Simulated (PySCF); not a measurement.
## From computed data to an observable: dipole moment from atomic charges

F₂H₂HfS₂, SMILES [SH][Hf]([F])([SH])[F], multiplicity 1. Atoms are numbered in the order given.

```xyz
7

Hf     0.0000     0.0000     0.2124
F      0.0000    -1.5119     1.3776
F      0.0000     1.5119     1.3776
S     -1.9764     0.0000    -1.2403
H     -2.8482     0.0000    -0.2000
S      1.9764     0.0000    -1.2403
H      2.8482     0.0000    -0.2000
```

Coordinates come from a B3LYP-D3(BJ)/def2-SVP optimisation. The geometry has at least one imaginary mode, so it is a saddle point at that level. The spin state was assumed, not searched. The structure was generated by enumeration; whether it is a known compound was not checked. The def2 effective core potentials stand for the cores of Hf; spin–orbit coupling is left out. One conformer was computed; it need not be the lowest.

Charges (e) from PBE/def2-TZVP (PySCF):

| atom | ESP fit | Mulliken |
|---|---|---|
| Hf1 | 0.950 | 1.237 |
| F2 | -0.316 | -0.359 |
| F3 | -0.316 | -0.359 |
| S4 | -0.344 | -0.435 |
| H5 | 0.185 | 0.176 |
| S6 | -0.344 | -0.435 |
| H7 | 0.185 | 0.176 |

The dipole moment of the full density is 0.54 D.

### Question
What dipole moment does each set of point charges give, and which comes closer to that of the density?

### Answer

μ = Σ q r, and 1 e Å = 4.8032 D.
ESP fit: Σ q r = (0.000, 0.000, 0.110) e Å, |μ| = 0.53 D.
Mulliken: Σ q r = (0.000, 0.000, 0.282) e Å, |μ| = 1.36 D.
ESP fit comes closer in size. Point charges leave out the atoms' own dipoles (lone pairs, polarised bonds); fits to the potential absorb them, partitions of the density don't.
